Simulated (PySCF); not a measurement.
Vertical excitation energies

Compound: [Cu(H2O)2]+ (charge +1 and singlet state).
SMILES: `[OH2]->[Cu+]<-[OH2]`

Method used: TDDFT wB97X-D/def2-SVPD, vertical, gas phase, core orbitals frozen in the response (PySCF 2.14.0, density-fitted response routines). Isolated species at its PBE0-D3(BJ)/def2-SVP geometry, gas phase.

| state | λ (nm) | E (eV) | f | \|μ\| (D) | main configurations (H = HOMO, L = LUMO) |
| --- | --- | --- | --- | --- | --- |
| S1 | 252.6 | 4.91 | 0.0000 | 0.01 | H-1→L (87%), H-1→L+4 (8%) |
| S2 | 236.7 | 5.24 | 0.0000 | 0.00 | H-3/H-2→L (≥69%), H→L (20%) |
| S3 | 235.9 | 5.25 | 0.0000 | 0.01 | H-4→L (88%), H-4→L+4 (9%) |
| S4 | 235.4 | 5.27 | 0.0000 | 0.00 | H-3/H-2→L (≥89%), H-3/H-2→L+4 (≥8%) |
| S5 | 228.4 | 5.43 | 0.0000 | 0.00 | H→L (72%), H-3/H-2→L (≥19%) |
| S6 | 184.3 | 6.73 | 0.080 | 1.77 | H→L+2 (85%) |
| S7 | 178.8 | 6.93 | 0.0004 | 0.12 | H-1→L+2 (91%) |
| S8 | 173.7 | 7.14 | 0.011 | 0.65 | H-3/H-2→L+2 (≥64%), H→L+3 (27%) |
| S9 | 170.5 | 7.27 | 0.033 | 1.10 | H-3/H-2→L+2 (≥78%), H-3/H-2→L+3 (≥8%) |
| S10 | 168.8 | 7.34 | 0.0092 | 0.58 | H-4→L+2 (74%), H-1→L+3 (16%) |
| S11 | 167.7 | 7.39 | 0.091 | 1.80 | H→L+3 (55%), H-3/H-2→L+2 (≥21%), H-3/H-2→L+3 (≥11%) |
| S12 | 163.6 | 7.58 | 0.0026 | 0.30 | H→L+1 (87%) |
| S13 | 161.6 | 7.67 | 0.065 | 1.49 | H-1→L+3 (70%), H-4→L+2 (17%) |
| S14 | 158.0 | 7.85 | 0.044 | 1.22 | H-3/H-2→L+3 (≥63%), H-1→L+1 (18%) |

Triplets (Tamm–Dancoff): T1 4.20 eV, H→L (86%), H→L+4 (10%); T2 4.57 eV, H-1→L (86%), H-1→L+4 (9%); T3 4.77 eV, H-3/H-2→L (≥85%), H-3/H-2→L+4 (≥10%); T4 4.77 eV, H-3/H-2→L (≥85%), H-3/H-2→L+4 (≥10%).

The lowest singlet comes at 253 nm (474 kJ/mol) in the ultraviolet; it is dark (f under 0.0005); its leading configuration is HOMO-1→LUMO (87%). The most intense listed level is S11 at 7.39 eV (168 nm, f = 0.091), 2.49 eV above S1. For S1 the Löwdin share of copper is 87% in HOMO-1 and 60% in LUMO. The oscillator strengths of these states sum to 0.337; summed over the whole spectrum of an exact calculation they would give the number of electrons, 48 (Thomas–Reiche–Kuhn). Weighted by f, the mean energy of these states is 7.33 eV. The listed states span 2.94 eV, and the widest gap between neighbours is 1.30 eV (S5 to S6). No computed singlet lies in the visible range (380 to 750 nm); the lowest, at 253 nm, stands 1.65 eV above its violet end (3.26 eV). The vertical ionisation energy (ΔSCF) is 15.45 eV, 7.60 eV above S14. Orbitals of the list HOMO-3 to LUMO+2 that lie within 0.01 eV of each other are written together with a slash and their weights summed (≥ marks a lower bound); for degenerate orbitals outside that list single weights are arbitrary. Only the lowest 15 singlets were computed, as vertical energies without vibronic structure. The highest level found (7.86 eV, f 0.023 so far) is left out, since the window may have cut off a degenerate partner.
